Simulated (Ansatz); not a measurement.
**Cost against result**

Saddle point of CH₆InN, singlet (CH₆InN ([CH3][InH][NH2]) → CH₄InN ([CH3][In][NH]) + H₂; bonds formed: H2–H4; bonds broken: In1–H2, N3–H4), PBE0-D4/def2-TZVP structure:

```xyz
9
angstrom
In -0.1402 0.3244 -0.1108
H -1.1738 -1.2307 -1.2843
N -1.4498 1.0149 -1.3650
H -1.5213 -0.3769 -1.5601
C 1.3078 -0.3394 1.2838
H -1.6895 1.9913 -1.5253
H 2.2307 0.2289 1.1682
H 0.9314 -0.2175 2.2994
H 1.5048 -1.3950 1.0942
```

Barriers are electronic and count from the start structure reached by relaxing down the imaginary mode.

Program: Ansatz 0.2.0. Basis: as named in each row. Cores are frozen in the correlated methods. Filled d shells of the heavier atoms are correlated. Core potentials replace the inner electrons of the atoms past krypton. The def2 sets are not built for correlating such inner shells, so the correlated values are less sure here. B3LYP uses VWN-RPA correlation. Extrapolation: Hartree–Fock as exp(−7.88 √X), correlation as X^−2.97.

Times are rough, for one single point on 4 threads of a shared host (Arm Neoverse V1).

The estimate by CCSD(T) at an estimated basis limit (MP2 extrapolated from triple and quadruple zeta, plus CCSD(T) − MP2 in triple zeta) is 2.991 eV.

```json
{"method": "SPW92", "basis": "def2-SVP", "time (s)": "under 1", "barrier (eV)": "2.665", "method less estimate": "-0.326"}
{"method": "PBE-D4", "basis": "def2-SVP", "time (s)": "under 1", "barrier (eV)": "2.686", "method less estimate": "-0.305"}
{"method": "PBE0-D4", "basis": "def2-SVP", "time (s)": "under 1", "barrier (eV)": "3.077", "method less estimate": "0.086"}
{"method": "SPW92", "basis": "def2-TZVPP", "time (s)": "under 1", "barrier (eV)": "2.599", "method less estimate": "-0.392"}
{"method": "PBE-D4", "basis": "def2-TZVPP", "time (s)": "1", "barrier (eV)": "2.627", "method less estimate": "-0.364"}
{"method": "BLYP-D4", "basis": "def2-TZVPP", "time (s)": "1", "barrier (eV)": "2.641", "method less estimate": "-0.350"}
{"method": "BHLYP-D4", "basis": "def2-TZVPP", "time (s)": "2", "barrier (eV)": "3.340", "method less estimate": "0.349"}
{"method": "B3LYP-D4", "basis": "def2-TZVPP", "time (s)": "2", "barrier (eV)": "2.941", "method less estimate": "-0.050"}
{"method": "PBE0-D4", "basis": "def2-TZVPP", "time (s)": "2", "barrier (eV)": "2.983", "method less estimate": "-0.008"}
{"method": "CAM-B3LYP-D4", "basis": "def2-TZVPP", "time (s)": "2", "barrier (eV)": "3.164", "method less estimate": "0.173"}
{"method": "CCSD(T)", "basis": "def2-SVP", "time (s)": "3", "barrier (eV)": "3.219", "method less estimate": "0.228"}
{"method": "r2SCAN-D4", "basis": "def2-TZVPP", "time (s)": "3", "barrier (eV)": "2.846", "method less estimate": "-0.145"}
{"method": "wB97M-V", "basis": "def2-SVP", "time (s)": "3", "barrier (eV)": "3.282", "method less estimate": "0.291"}
{"method": "r2SCAN0-D4", "basis": "def2-TZVPP", "time (s)": "3", "barrier (eV)": "3.111", "method less estimate": "0.120"}
{"method": "PBE-QIDH", "basis": "def2-TZVPP", "time (s)": "4", "barrier (eV)": "3.112", "method less estimate": "0.121"}
{"method": "B2PLYP", "basis": "def2-TZVPP", "time (s)": "4", "barrier (eV)": "2.935", "method less estimate": "-0.056"}
{"method": "RPA on PBE", "basis": "def2-TZVPP", "time (s)": "4", "barrier (eV)": "2.946", "method less estimate": "-0.045"}
{"method": "wB97X-V", "basis": "def2-TZVPP", "time (s)": "5", "barrier (eV)": "3.239", "method less estimate": "0.248"}
{"method": "wB97M-V", "basis": "def2-TZVPP", "time (s)": "6", "barrier (eV)": "3.190", "method less estimate": "0.199"}
{"method": "B97M-V", "basis": "def2-TZVPP", "time (s)": "6", "barrier (eV)": "2.941", "method less estimate": "-0.049"}
{"method": "MP2", "basis": "def2-QZVPP", "time (s)": "11", "barrier (eV)": "2.870", "method less estimate": "-0.121"}
{"method": "CCSD(T)", "basis": "def2-TZVPP", "time (s)": "59", "barrier (eV)": "3.040", "method less estimate": "0.049"}
```

All methods are single points on the PBE0-D4 structures.

T1 diagnostic: at most 0.025. The restricted Hartree–Fock reference is unstable towards an unrestricted one at one or more of these structures.

Labels in which every atom is bracketed show which atoms are joined, not bond orders.
